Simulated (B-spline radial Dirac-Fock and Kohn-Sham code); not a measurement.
# M5 edges in EELS at 200 kV and 5 mrad, Ge to Rh

The computed values come from a B-spline atomic structure program: the first Born approximation with generalised oscillator strengths from a Dirac-Hartree-Slater potential (longitudinal and transverse terms; continuum final states only, so no white lines or fine structure). Partial cross sections in barn for windows above the edge. Edges are tabulated values, any marked * orbital energies of the model.

| Z | element | edge (eV) | Δ = 50 eV | Δ = 100 eV | Δ = 200 eV |
| --- | --- | --- | --- | --- | --- |
| 32 | Ge | 37.15* | 69700 | 125000 | 163000 |
| 33 | As | 49.54* | 45000 | 89400 | 123000 |
| 34 | Se | 63.00* | 30100 | 65600 | 96100 |
| 36 | Kr | 93.80 | 14400 | 37200 | 61000 |
| 37 | Rb | 112.0 | 12200 | 30500 | 50300 |
| 38 | Sr | 134.2 | 10600 | 25400 | 41700 |
| 40 | Zr | 178.8 | 7080 | 17300 | 29100 |
| 42 | Mo | 227.9 | 4170 | 11500 | 20600 |
| 43 | Tc | 253.9 | 3910 | 10100 | 17800 |
| 44 | Ru | 280.0 | 2730 | 8160 | 15000 |
| 45 | Rh | 307.2 | 2200 | 6920 | 12900 |
